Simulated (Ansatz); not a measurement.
Problem. Predict a relaxed structure of Se(GeH3)2 (Ge2H6Se), charge 0, singlet, at PBE0-D4/def2-SVP (Ansatz).

Solution. 
```xyz
9

Se   -0.9702    0.1212   -1.2917
Ge   -0.3090    1.6826    0.3451
H    -1.0565    2.9810    0.0063
H     1.2141    1.9020    0.2864
H    -0.7026    1.1799    1.7468
Ge    0.2660   -1.6771   -0.4023
H     0.0423   -2.8522   -1.3667
H    -0.2445   -2.0278    1.0079
H     1.7604   -1.3096   -0.3319
```
 This is one stationary point.
